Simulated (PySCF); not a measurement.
## Solvent effects on NMR parameters

Structure with atom numbers: `[O:1]=[S:2](=[O:3])([O:4][C:5]([F:6])([F:7])[F:8])[C:9]([F:10])([F:11])[F:12]`.

GIAO PBE0/pcSseg-1 in PySCF on one PBE0-D3(BJ)/def2-SVP conformer, non-relativistic, equivalent nuclei averaged. Solvents enter as an IEF-PCM continuum (chloroform with ε = 4.7, tetrahydrofuran with ε = 7.4, acetonitrile with ε = 35.7) around the gas-phase geometry. Shifts are referred to CS2, TMS, CFCl3 computed in the same medium.

In chloroform, δ in ppm: S2 310.8, C5 126.3, C9 126.1, F6/F7/F8 -61.4, F10/F11/F12 -80.3. Dipole moment 1.81 D.

**Question.** How does each δ change in the more polar media?

**Answer.** 
```json
{"atoms": "S2", "environment": "sulfonyl sulfur", "Δδ, tetrahydrofuran": "0.0", "Δδ, acetonitrile": "+0.1"}
{"atoms": "C5", "environment": "CF3 carbon", "Δδ, tetrahydrofuran": "+0.1", "Δδ, acetonitrile": "+0.3"}
{"atoms": "C9", "environment": "CF3 carbon", "Δδ, tetrahydrofuran": "+0.2", "Δδ, acetonitrile": "+0.4"}
{"atoms": "F6/F7/F8", "environment": "fluorine of an OCF3 group", "Δδ, tetrahydrofuran": "+0.3", "Δδ, acetonitrile": "+0.7"}
{"atoms": "F10/F11/F12", "environment": "fluorine of an SCF3 group", "Δδ, tetrahydrofuran": "+0.5", "Δδ, acetonitrile": "+1.4"}
```

Changes are relative to chloroform. The dipole moment becomes 1.84 D in tetrahydrofuran, 1.90 D in acetonitrile.

**Question.** Which nuclei move most (in ppm), and what does the model miss?

**Answer.** F10/F11/F12 (fluorine of an SCF3 group, +1.4 ppm) in acetonitrile. A continuum only polarises the solute; specific hydrogen bonds, the anisotropy of aromatic solvents and changes of geometry or conformer are outside it.
